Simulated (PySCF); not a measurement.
Coordinates in bohr (charge 0 multiplicity 3):
```
Au   -0.7172    0.0000    0.0000
S    -4.7983    0.0000    0.0000
Br    3.7339    0.0000    0.0000
```

Computed with UPBE0/[Au def2-TZVP with ECP60, S def2-TZVP, Br def2-TZVP], scalar-relativistic core potentials, density fitting, no spin–orbit coupling, PySCF.

This geometry of AuSBr is a stationary point at this level.

What is the point group?

C∞v.

Is it a minimum?

Yes: all harmonic wavenumbers are real.

Which band is strongest in the infrared?

260 cm⁻¹ (σ+), 19 km/mol.

What are the dipole moment and the gap between the highest occupied and lowest empty levels of either spin?

2.63 D and 2.82 eV.

Other isomers or separated fragments may lie lower. Open d and f shells are described by one determinant, and the ground state may have another occupation or spin. Spin–orbit coupling, left out here, can matter for elements this heavy.
